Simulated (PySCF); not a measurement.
Input for PySCF: R-B3LYP/6-31G* on GaH3 (SMILES [GaH3]) with ghost functions.

```python
from pyscf import gto, scf, dft, mp
from pyscf.data.elements import chemcore

mol = gto.M(
    atom='''
    Ga   -0.74918679    0.40672621    1.71060508
    H    -1.49296131    1.74067304    2.13116659
    H     0.59104748    0.53920122    0.87650540
    H    -1.62811274   -0.89356630    1.49561764
    ghost-C   -0.97427845   -0.27799240    4.60762566
    ghost-N    0.11570480   -0.10150212    3.63322971
    ghost-C    0.87997766   -1.35208443    3.48973272
    ghost-C    1.00450091    0.99465753    4.05409953
    ghost-H   -0.57548535   -0.53669553    5.59481237
    ghost-H   -1.63610817   -1.07187837    4.26702633
    ghost-H   -1.54480678    0.64585274    4.68026499
    ghost-H    1.33389371   -1.64223480    4.44382089
    ghost-H    1.66231808   -1.21220778    2.74632117
    ghost-H    0.21415595   -2.14382152    3.15194176
    ghost-H    1.46173168    0.77375015    5.02500255
    ghost-H    1.78681869    1.12932908    3.30971456
    ghost-H    0.42965785    1.91574860    4.12780276
    ''',
    basis='6-31g*',
    cart=True,
    charge=0, spin=0, verbose=3, max_memory=1800)
mf = dft.RKS(mol, xc='b3lyp')
mf.conv_tol = 1e-8
mf.max_cycle = 100
mf.kernel()
if not mf.converged:
    mf = mf.newton().run(mf.mo_coeff, mf.mo_occ)
```

Program output:

```
converged SCF energy = -1926.39251911912
```

The run converged.

Cost: very roughly 10 core-seconds.
